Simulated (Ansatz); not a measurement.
`O[SiH2][SiH2]F` and `C[SiH](F)[SiH2]O` differ in one atom or group.

Ansatz, PBE0-D4/def2-TZVP geometries, multiplicity 1. Each molecule was computed in one conformer, which needn't be the lowest.

| property | `O[SiH2][SiH2]F` |
| --- | --- |
| HOMO–LUMO gap (ωB97M-V/def2-TZVPP) / eV | 10.96 |
| HOMO energy (ωB97M-V/def2-TZVPP) / eV | -10.25 |
| HOMO–LUMO gap (PBE/def2-TZVPP) / eV | 5.08 |
| LUMO energy (ωB97M-V/def2-TZVPP) / eV | 0.71 |
| LUMO energy (PBE/def2-TZVPP) / eV | -1.88 |
| HOMO–LUMO gap (PBE0/def2-TZVPP) / eV | 7.17 |

**Question.** What does the change do to each property? (Estimate.)

**Answer.** Ansatz gave: 
```tsv
property	`C[SiH](F)[SiH2]O`	shift
HOMO–LUMO gap (ωB97M-V/def2-TZVPP) / eV	10.72	-0.24
HOMO energy (ωB97M-V/def2-TZVPP) / eV	-9.70	0.55
HOMO–LUMO gap (PBE/def2-TZVPP) / eV	4.82	-0.26
LUMO energy (ωB97M-V/def2-TZVPP) / eV	1.02	0.31
LUMO energy (PBE/def2-TZVPP) / eV	-1.55	0.33
HOMO–LUMO gap (PBE0/def2-TZVPP) / eV	6.94	-0.23
```

With PBE0 the HOMO rises by 0.56 eV and the LUMO rises by 0.32 eV, so the gap narrows by about 0.24 eV. PBE moves the HOMO by 0.59 eV and ωB97M-V by 0.55 eV.
